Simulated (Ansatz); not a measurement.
Ansatz (a quantum-chemistry and plane-wave program) input (RI-MP2/def2-QZVPPD):
A basis named .json is the Basis Set Exchange file of that set.

Ansatz 0.2 input:
```yaml
crystal:
  periodic: [false, false, false]
  atoms:
    - {symbol: V, position_ang: [0.00000000, 0.00000000, 0.00000000]}
    - {symbol: F, position_ang: [0.00000000, 0.00000000, 1.77951593]}
    - {symbol: F, position_ang: [-0.00000000, -0.00000000, -1.77951593]}
basis:
  gaussian:
    orbitals: def2-QZVPPD.json
    fitting: {mean_field: def2-universal-jkfit, correlation: def2-QZVPPD-RIFIT.json}
magnetization: {spin_polarized: true, initial_magnetization: 3}
correlation: {method: mp2, electrons: outside_noble_gas}
```

Output:

```
Functional definition: HF
integrals: 0.22 GiB planned
418 factors; integrals over basis functions are off by at most 1.4e0 eV
623 factors; integrals over basis functions are off by at most 7.1e-1 eV
mean field: 0.70 GiB planned
mean field evaluation 1: about -31069.9004 eV, gradient 3.5e1 eV
mean field evaluation 2: about -31071.9723 eV, gradient 3.6e1 eV
mean field evaluation 4: about -31075.8103 eV, gradient 2.4e0 eV
mean field evaluation 8: about -31075.9890 eV, gradient 2.1e-3 eV
mean field evaluation 16: about -31075.9890 eV, gradient 2.6e-2 eV
mean field evaluation 32: about -31075.9825 eV, gradient 1.2e-1 eV
mean field evaluation 64: about -31075.9790 eV, gradient 6.8e-1 eV
mean field -31075.98904052 eV, -1142.0215331771 hartree, gradient 1.5e-6 eV, S^2 3.761670; 8 other end points of the search recorded, 0 dependent functions left out
11 core orbitals not correlated
reference -31075.98904052 eV, -1142.0215331771 hartree; 11, 8 occupied and 203, 206 virtual orbitals, 623 factors
second order -17.91821757 eV of doubles, -0.00000000 eV of singles
Total energy: -31093.90725809 eV, -1142.6800155274 hartree
```

The spin state was set by rule; other spins were not relaxed.
